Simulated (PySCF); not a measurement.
**First hyperpolarisability: 3-chlorothiophenol, C6H5ClS**

Cartesian coordinates in Å; atom numbers follow the order of the lines, from 1:
```xyz
13

S     2.641    0.001    0.027
C     0.879    0.088    0.043
C     0.167   -1.118    0.087
C    -1.224   -1.102    0.101
C    -1.930    0.099    0.073
C    -1.211    1.291    0.030
Cl   -2.058    2.801   -0.006
C     0.182    1.301    0.015
H     2.865    1.331   -0.014
H     0.705   -2.068    0.109
H    -1.772   -2.047    0.135
H    -3.020    0.119    0.084
H     0.708    2.256   -0.019
```

Computed, not measured: PySCF, quadratic response CAM-B3LYP/aug-cc-pVDZ first hyperpolarisability, Taylor convention, gas phase. Geometry: PBE0-D3(BJ)/def2-SVP.

Task: Give β for the processes computed.

Result: In au, Taylor convention; the vector part is βᵢ = ⅓ Σⱼ (βᵢⱼⱼ + βⱼᵢⱼ + βⱼⱼᵢ); β∥ is 3/5 of the vector part along the dipole, the dipole points from − to +:
| process | λ (nm) | β vector norm | β∥ | β HRS | depolarisation ratio |
| --- | --- | --- | --- | --- | --- |
| static β(0;0,0) | ∞ | 203.8 | -80.6 | 111.0 | 2.77 |
| second harmonic β(−2ω;ω,ω) | 1907 | 221.5 | -83.9 | 120.0 | 2.79 |
| Pockels β(−ω;ω,0) | 1907 | 209.4 | -81.7 | – | – |
| second harmonic β(−2ω;ω,ω) | 1064 | 271.1 | -91.8 | 144.9 | 2.86 |
| Pockels β(−ω;ω,0) | 1064 | 222.9 | -84.2 | – | – |

Task: Which lowest excitations, dipole and polarisabilities go with it?

Result: S1 4.88 eV (f = 0.017); S2 5.10 eV (f = 0.002); S3 5.36 eV (f = 0.167); dipole 0.74 D; isotropic α 106.6 au static, 107.1 au at 1907 nm, 108.1 au at 1064 nm, 108.5 au at 953.5 nm, 113.1 au at 532 nm.
